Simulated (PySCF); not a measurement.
A GIAO shielding run with PySCF 2.14.0 with density-fitted response routines (density fitting, non-relativistic, gas phase) on SMILES c1ccc(C#C[SiH3])[n-]1, [C₆H₆NSi]-:

```
$ OMP_NUM_THREADS=1 python probes_run.py task.json out

{"job": {"kind": "nmr", "xc": "PBE0", "basis": "pcSseg-1"}, "charge": -1, "multiplicity": 1}
Si    -3.589785    -0.319614     0.151718
C     -1.802770    -0.094477    -0.002027
C     -0.594042     0.061241    -0.103750
C      0.782302     0.200668    -0.181059
C      1.721698    -0.475446     0.622559
C      2.966330    -0.031255     0.200442
C      2.711073     0.881629    -0.826142
N      1.411345     1.031971    -1.067094
H     -4.017455    -1.730023    -0.018817
H     -4.122635     0.085458     1.476157
H     -4.337779     0.465558    -0.853540
H      1.496650    -1.189503     1.400785
H      3.934966    -0.325424     0.581002
H      3.439425     1.438744    -1.402401
```

Hardware: 1 thread of an Arm Neoverse V1, shared host. The job also computes population analyses, field gradients, ring-centre shieldings.

Task: How large is the calculation?

Result: 64 electrons, 173 basis functions and 911 auxiliary functions.

Task: How long does it take, and how much memory does it need?

Result: 23 s of wall time, with 15 SCF cycles and 5 response iterations; peak memory 0.77 GiB. Times on a shared host scatter by some tens of per cent.
